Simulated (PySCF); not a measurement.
C2H4NO, SMILES C[N]C=O, multiplicity 2. Atoms are numbered in the order given.

```xyz
8

C     -1.4419    -0.2568     0.0924
N     -0.3154    -0.2683    -0.7745
C      0.9196    -0.0551    -0.2200
O      1.1115     0.6369     0.7616
H     -2.2282     0.3953    -0.3224
H     -1.8764    -1.2756     0.0975
H     -1.1976     0.0355     1.1277
H      1.7522    -0.5009    -0.8079
```
Charge 0, spin multiplicity 2.

Geometry optimised at PBE0-D3(BJ)/def2-SVP. The isomer is the one that the SMILES or the coordinates give; other isomers of the formula were not compared. One conformer was computed; it need not be the lowest.

The numbers are results of B3LYP/pcH-1 run with PySCF, not measurements.

Unrestricted Kohn–Sham, ⟨S²⟩ = 0.761. Hyperfine tensors hold the contact and dipolar terms, without spin-orbit corrections.

Computed hyperfine couplings:
| nucleus | A(iso) (MHz) | A(iso) (G) | dipolar principal values (MHz) |
|---|---|---|---|
| 13C no. 1 | -28.8 | -10.3 | -5.2, -1.3, 6.5 |
| 14N no. 2 | 33.5 | 12.0 | -37.6, -36.6, 74.2 |
| 13C no. 3 | -32.2 | -11.5 | -17.2, 3.9, 13.3 |
| 17O no. 4 | -15.6 | -5.6 | -76.4, 36.9, 39.6 |
| 1H no. 5 | 78.6 | 28.1 | -5.8, -2.6, 8.4 |
| 1H no. 6 | 163.5 | 58.4 | -7.0, -4.6, 11.5 |
| 1H no. 7 | 22.6 | 8.1 | -5.5, -1.9, 7.4 |
| 1H no. 8 | 9.9 | 3.5 | -7.0, -3.1, 10.1 |

### Question
And the g tensor (effective nuclear charges for spin-orbit coupling, GIAO)? (Estimate from the structure and the level; the computed values follow.)

### Answer
principal values 2.0030, 2.0050, 2.0109; isotropic 2.0063.
